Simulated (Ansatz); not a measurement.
Consider the formal loss of a carbene: `C[CH](C)[Ge][NH2]` → `[CH2]` (triplet) + `C[CH2][Ge][NH2]`.

Calculated with Ansatz (gas phase, PBE0-D4/def2-TZVP geometries, no zero-point term in ΔE). CCSD(T)/CBS adds triple-zeta CCSD(T) − MP2 to the extrapolated MP2 energy (def2 sets, frozen cores). This one scheme is used for every species. Functionals use def2-TZVPP. B3LYP here is the variant with VWN-RPA as its local correlation; programs differ in this. Triplets are unrestricted, without spin–orbit coupling. For Ge outer-core shells are correlated without core-valence functions, which leaves a few kJ/mol of doubt a bond. Scalar relativity is left out up to krypton. Each species was taken in one conformer, which may not be the lowest.

| level | ΔE (kJ/mol) |
| --- | --- |
| B3LYP | 409.4 |
| r2SCANh | 404.3 |

What does CCSD(T)/CBS give? (Estimate.)

The calculation gave: +433.6 kJ/mol. The listed levels differ from it by -24.2, -29.3 kJ/mol.

Largest T1 diagnostic among the species: 0.013.

The D4 term adds +15.3 kJ/mol with B3LYP and +8.3 kJ/mol with PBE0; it sums over pairs of atoms, weighted by their polarisabilities, and B3LYP, whose exchange is more repulsive, gets the larger term. In def2-TZVPP, CCSD(T) changes the Hartree–Fock value by +145.4 kJ/mol (the triples alone add +12.6 kJ/mol) and MP2 by +159.6 kJ/mol. Leaving LDA and LC-ωPBE aside and taking each functional with its dispersion term where it has one, the values, not all of them listed here, spread over 37.0 kJ/mol, from r2SCAN0-D4 to ωB97X-V. LDA lies +78.7 kJ/mol from PBE without D4.
